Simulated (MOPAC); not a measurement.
System: CH$_{6}$Cl$_{2}$OSi$_{2}$, charge 0, multiplicity 1. SMILES: C[SiH2]O[SiH](Cl)Cl

Atoms: C1, Si2, O3, Si4, Cl5, Cl6, H7, H8, H9, H10, H11, H12. Bonds: C1-Si2, C1-H7, C1-H8, C1-H9, Si2-O3, Si2-H10, Si2-H11, O3-Si4, Si4-Cl5, Si4-Cl6, Si4-H12.

Bond lengths (Å) and angles (degrees) optimised at PM3 with MOPAC; PM6 with MOPAC; MNDO with MOPAC, each started from the B3LYP-D3(BJ)/def2-TZVP structure (Ansatz) of the last column. A row stands for all coordinates that are equal there; 13 of 24 kinds are shown. At PM3 the structure is a saddle point. No wavenumbers were computed at PM6, MNDO, so these may be saddle points.

```tsv
coordinate	PM3	PM6	MNDO	B3LYP-D3(BJ)/def2-TZVP
C1-Si2	1.879	1.843	1.804	1.861
C1-H7	1.093	1.106	1.107	1.093
C1-H8	1.096	1.102	1.107	1.091
C1-H9	1.096	1.102	1.107	1.092
Si2-O3	1.683	1.691	1.640	1.661
Si2-H10	1.506	1.458	1.383	1.479
O3-Si4	1.637	1.611	1.582	1.606
Si4-Cl5	2.098	2.010	2.114	2.055
C1-Si2-O3	112.8	111.7	109.6	110.5
Si2-O3-Si4	129.4	175.5	178.6	144.8
O3-Si4-Cl5	109.3	109.9	108.0	110.2
Cl5-Si4-Cl6	105.2	112.1	107.9	108.0
Si2-C1-H7	111.6	109.5	111.1	110.3
```

Mean signed difference of all 11 bond lengths from B3LYP-D3(BJ)/def2-TZVP: PM3 0.023 Å, PM6 -0.010 Å, MNDO -0.020 Å.
